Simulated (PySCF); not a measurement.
A run for PySCF: R-HF/STO-3G on CH3FGeO (SMILES C[O][Ge][F]), a point of a torsion scan.

```python
from pyscf import gto, scf, dft, mp
from pyscf.data.elements import chemcore

mol = gto.M(
    atom='''
    C    -0.90850031   -0.06666351    0.15898133
    O     0.08496332    0.92493281    0.00534610
    Ge    1.42298533    1.47844890   -0.93812139
    F     1.47465101    0.16008015   -2.23808216
    H    -0.83286867   -0.81644616   -0.62994276
    H    -1.89119976    0.40718243    0.11742990
    H    -0.78178486   -0.54741720    1.13102529
    ''',
    basis='sto-3g',
    charge=0, spin=0, verbose=3, max_memory=1800)
mf = scf.RHF(mol)
mf.conv_tol = 1e-8
mf.max_cycle = 100
mf.kernel()
if not mf.converged:
    mf = mf.newton().run(mf.mo_coeff, mf.mo_occ)
```

**Question.** What total energy does the run end on?

**Answer.** -2262.7695 hartree.
